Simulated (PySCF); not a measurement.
**Bromine: a sound run and one with changed settings**

Sound run: Br⁺ [Ar] 3d10 4s2 4p4, Br²⁺ [Ar] 3d10 4s2 4p3. All numbers are calculated (PySCF 2.14, a scalar-relativistic core potential, in cc-pVDZ-PP with ECP10MDF (4s3p2d, 23 functions)). In the sound run the correlated levels freeze 3s2 3p6 3d10 outside the core potential. The sound run starts from symmetry-adapted Hartree-Fock orbitals and uses a fine grid where one is needed.

Changed run: all electrons correlated in a basis built for the valence shell.

```csv
species,method,sound run (hartree),changed run (hartree),converged
Br⁺,MP2,-415.15109,-415.17132,yes
Br²⁺,MP2,-414.39464,-414.41359,yes
```

Ionisation energy of Br⁺:

| method | sound run (eV) | changed run (eV) |
| --- | --- | --- |
| UHF | 20.173 | 20.173 |
| MP2 | 20.584 | 20.619 |
| SCS-MP2 | 20.595 | 20.616 |

A valence basis has no tight correlating functions, so it recovers only part of the core correlation, and not evenly between atom and ion.

For comparison, NIST gives 21.591 eV between the lowest levels.
